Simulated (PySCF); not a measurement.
Coordinates in bohr (charge 0 multiplicity 1):
```
Bi   -0.0511    0.0000   -0.3328
O    -2.8597    0.0000    1.9398
F     2.9630    0.0000    2.0871
```

Level of theory: PBE0/[Bi def2-SVP with ECP60, O def2-SVP, F def2-SVP], scalar-relativistic core potentials, density fitting, no spin–orbit coupling, PySCF.

This geometry of BiOF is a stationary point at this level.

Q: What is the point group?

A: Cs.

Q: Is it a minimum?

A: Yes: all harmonic wavenumbers are real.

Q: Give the atomic charges and bond orders.

A: 
```csv
atom,Mulliken,Löwdin,polar tensor,Mayer order to Bi1
Bi1,1.04,0.86,1.15,–
O2,-0.57,-0.48,-0.56,1.99
F3,-0.47,-0.39,-0.60,0.81
```

Q: Give the ideal-gas entropy at 298.15 K and 1 bar by parts.

A: translation 177.4, rotation 103.0, vibration 11.8, spin 0.0; total 292.2 J/(mol K).

Other isomers or separated fragments may lie lower. No spin–orbit coupling is included, which matters more the heavier the element.
